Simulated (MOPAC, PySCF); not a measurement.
C4H12Sn, SMILES `[CH3][Sn]([CH3])([CH3])[CH3]`, neutral singlet in the gas phase. 

Cartesian coordinates (Å):
SMILES: [CH3][Sn]([CH3])([CH3])[CH3]
```xyz
17

C     -0.8905    -1.7487     0.9383
Sn     0.0000     0.0000     0.0000
C      2.0688    -0.4290    -0.5169
C     -1.1094     0.4992    -1.8031
C     -0.0690     1.6785     1.3817
H     -0.3338    -2.0173     1.8486
H     -0.8692    -2.6042     0.2467
H     -1.9360    -1.5430     1.2124
H      2.5290     0.4445    -1.0025
H      2.1192    -1.2837    -1.2080
H      2.6448    -0.6732     0.3883
H     -0.6772     1.3909    -2.2816
H     -2.1618     0.7061    -1.5576
H     -1.0718    -0.3371    -2.5172
H      0.4718     1.4319     2.3077
H     -1.1119     1.9196     1.6362
H      0.3970     2.5654     0.9269
```
Charge 0, spin multiplicity 1.

All levels are single points at this geometry (B3LYP-D3(BJ)/def2-SVP); Pople sets use spherical d functions. Orbital energies aren't observables, and empty levels follow the basis.

PBE/6-31G* (LANL2DZ on Sn) in PySCF gives gap (eV) = 7.15.

Task: Estimate the gap (eV) from each of these levels: PBE-D3(BJ)/def2-TZVP in PySCF; TPSSh-D3(BJ)/def2-TZVP in PySCF; B3LYP/6-311+G** (LANL2DZ on Sn) in PySCF; B3LYP/6-31G* (LANL2DZ on Sn) in PySCF; B3LYP/LANL2DZ in PySCF; BP86/6-31G* (LANL2DZ on Sn) in PySCF; M06-2X/6-31G* (LANL2DZ on Sn) in PySCF; SVWN5/6-31G* (LANL2DZ on Sn) in PySCF; HF/6-31G* (LANL2DZ on Sn) in PySCF; PM3 in MOPAC; PM6 in MOPAC; PM7 in MOPAC.

Result: 
```csv
level,gap (eV)
PBE-D3(BJ)/def2-TZVP in PySCF,6.21
TPSSh-D3(BJ)/def2-TZVP in PySCF,7.25
B3LYP/6-311+G** (LANL2DZ on Sn) in PySCF,7.31
B3LYP/6-31G* (LANL2DZ on Sn) in PySCF,8.84
B3LYP/LANL2DZ in PySCF,9.00
BP86/6-31G* (LANL2DZ on Sn) in PySCF,7.18
M06-2X/6-31G* (LANL2DZ on Sn) in PySCF,11.20
SVWN5/6-31G* (LANL2DZ on Sn) in PySCF,7.13
HF/6-31G* (LANL2DZ on Sn) in PySCF,15.35
PM3 in MOPAC,10.71
PM6 in MOPAC,11.27
PM7 in MOPAC,12.22
```
